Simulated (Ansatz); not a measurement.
The same ligand exchange along the group Ti, Zr, Hf.

Program: Ansatz. Geometries: PBE0-D4/def2-TZVP. ΔE: electronic, gas phase. CBS: MP2 limit from def2 TZ/QZ plus the TZ coupled-cluster correction, frozen cores. This one scheme is used for every species. Functionals use def2-TZVPP. Elements past krypton have def2 core potentials. For Hf, Ti, Zr outer-core shells are correlated without core-valence functions, which leaves a few kJ/mol of doubt a bond. Scalar relativity is left out up to krypton. One conformer a species, not always the lowest.

| reaction | CCSD(T)/CBS(def2) (kJ/mol) |
| --- | --- |
| `[OH][Ti]([F])([SH])[Cl]` + H–F → `[OH][Ti]([F])([F])[SH]` + HCl | ? |
| `[OH][Zr]([F])([SH])[Cl]` + H–F → `[OH][Zr]([F])([F])[SH]` + HCl | -7 |
| `[OH][Hf]([F])([SH])[Cl]` + H–F → `[OH][Hf]([F])([F])[SH]` + HCl | -10 |

Task: Fill in the missing values. (Estimate.)

Result: Computed: `[OH][Ti]([F])([SH])[Cl]` + H–F → `[OH][Ti]([F])([F])[SH]` + HCl: -7.6 kJ/mol.

Largest T1 diagnostic: 0.025, for `[OH][Ti]([F])([SH])[Cl]`, so its coupled-cluster energy is less sure.
